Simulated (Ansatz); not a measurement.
Cartesian coordinates in Å:
```
N 0.1063 -1.8417 -1.2166
C 0.7517 -0.6383 -0.7920
S 0.5763 -0.4753 1.0236
C 0.4954 1.3641 1.1723
Al -1.4030 0.8982 1.0022
H -0.8941 -1.7161 -1.2989
H 0.4762 -2.1767 -2.0946
H 1.8207 -0.6979 -1.0047
H 0.3589 0.2933 -1.2185
H 0.8729 1.6167 2.1624
H 1.1211 1.8244 0.4106
H -2.0048 0.7523 -0.4651
H -2.2776 0.7970 2.3192
```

Charge 0, multiplicity 1. The bonds changed during the relaxation, so this is another structure than the one it started from.

Problem. List the r2SCAN/def2-TZVPP orbital energies in eV (the Gaussian-basis code of Ansatz). (An estimate is asked.)

Solution. Ansatz gave: Occupied: -2409.79, -1516.19, -385.49, -275.05, -273.29, -214.17, -158.25, -158.16, -158.05, -109.72, -70.04, -69.86, -69.84, -24.03, -20.83, -17.71, -15.48, -13.42, -12.51, -11.60, -10.87, -10.01, -9.51, -8.73, -7.58, -7.09, -6.40, -5.81. Lowest empty: -0.62, -0.34, 0.42, 0.83, 1.24, 1.63, 1.99, 2.22.
